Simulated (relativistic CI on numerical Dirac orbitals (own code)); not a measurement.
**Bi34+: q coefficients and field-shift factors**

Method of calculation: Dirac-Coulomb-Breit CI, separate exchange-only KLI orbitals for each configuration, derivatives by finite differences, unscaled Slater integrals, QED left out (own radial code, finite nucleus).

Configurations in the expansion (outside the closed core [Ar] 3d10 4p6 4d10): 4s2 4f3, 4s2 4f2 5s, 4s2 4f2 5p, 4s2 4f 5s2, 4s2 4f 5s 5p, 4s2 4f2 5d, 4s 4f4, 4s2 4f 5p2. Levels of other configurations are missing.

With x = (α/α₀)² − 1 an excitation energy changes as ω = ω₀ + qx; K = 2q/ω₀ is the relative enhancement. Terms are leading LS components, so labels can repeat. The field-shift factor is F = δν/δ⟨r²⟩ for the transition from the lowest level.

Lowest level 4s2 4f3 4I°_9/2.

```tsv
Level	ω₀ (cm⁻¹)	q (cm⁻¹)	K	F (GHz/fm²)
4s2 4f3 4I°_11/2	48836.7	53540	2.19	3.36
4s2 4f3 4F°_3/2	51498.9	2098	0.0815	0.767
4s2 4f3 4G°_5/2	78075.1	12910	0.331	1.69
4s2 4f3 2G°_9/2	79639.3	48240	1.21	3.5
4s2 4f3 4I°_13/2	82199.2	71840	1.75	4.76
4s2 4f3 4F°_5/2	97058.5	50450	1.04	3.83
4s2 4f3 4S°_3/2	97291.2	54280	1.12	4.01
4s2 4f3 2G°_7/2	98364.5	53710	1.09	4.03
4s2 4f3 4I°_15/2	106599.4	76040	1.43	5.32
4s2 4f3 4G°_7/2	117212.3	60070	1.02	4.59
4s2 4f3 2K°_13/2	130674.4	87860	1.34	6.21
4s2 4f3 2H°_11/2	132704.6	71220	1.07	5.39
4s2 4f3 4F°_9/2	135716.0	88740	1.31	6.3
```

At this charge energies of transitions that change n are usually good to better than 1 %, and those within a shell (Δn = 0) to a few per cent. Terms inside the open d or f shell come out 10 to 20 % too wide with unscaled integrals.
